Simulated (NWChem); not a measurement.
Species: C₄H₁₂Sn; SMILES [CH3][Sn]([CH3])([CH3])[CH3]

```xyz
17

C      0.4587    -2.1164    -0.2357
Sn     0.0001    -0.0001    -0.0002
C      1.6216     1.1922    -0.8331
C     -1.8535     0.4625    -1.0465
C     -0.2271     0.4623     2.1162
H      0.5773    -2.3640    -1.3085
H     -0.3595    -2.7330     0.1843
H      1.3993    -2.3646     0.2933
H      1.4004     2.2710    -0.7172
H      1.7461     0.9675    -1.9102
H      2.5703     0.9648    -0.3093
H     -1.7516     0.2315    -2.1247
H     -2.6863    -0.1372    -0.6305
H     -2.0974     1.5368    -0.9338
H     -1.0487    -0.1390     2.5519
H      0.7099     0.2328     2.6598
H     -0.4623     1.5362     2.2493
```
Atoms are numbered in this order, from 1.

Results from NWChem. The geometry was optimised at PBE-D3(BJ)/def2-SVP (def2 core potentials past Kr). No frequency run checked for a minimum.

Q: Estimate the computed values for Hartree-Fock/STO-3G, non-relativistic. Quantities: highest occupied level (eV); orbital gap (eV).

A: 
```
Item                         Value
---------------------------  -----
highest occupied level (eV)  -8.86
orbital gap (eV)             20.00
```
